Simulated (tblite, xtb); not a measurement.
Cl₂MoO₂, charge +1, doublet, at a GFN2-xTB geometry (such geometries of metal compounds can be far from the true shape) (the multiplicity is a formal guess). Base run: xtb with GFN1-xTB.

xtb was given this input:
```
$ xtb mol.xyz --gfn 1 --chrg 1 --uhf 1 --json

# file mol.xyz
5

Mo     0.28291459    -0.05232677     0.09346190
O      1.48040807    -0.59010544    -0.90696182
O      0.77601742     0.17276583     1.65238045
Cl    -0.45390895     1.80444866    -0.66278406
Cl    -1.30690381    -1.47877563     0.08109295
```

Programs used: tblite, xtb; a row that names a program was run with it.

Each row names what was changed in the base input (with any setting that the change needs).

```csv
change,ΔE vs base (mEh),G_solv (kcal/mol),SCF cycles
base,0.000,-,16
gbsa = thf,-110.8,-70.97,16
alpb = chcl3,-84.037,-53.74,15
alpb = hexane,-51.444,-32.55,17
acc = 30,0.000,-,11
"program = tblite; method = gfn1; option = (--guess, eeq)",0.000,-,-
acc = 0.1,0.000,-,17
etemp = 1000,-4.284,-,13
```

ALPB and GBSA are two models with their own fitted parameters for each solvent, which aren't always the measured dielectric constant.
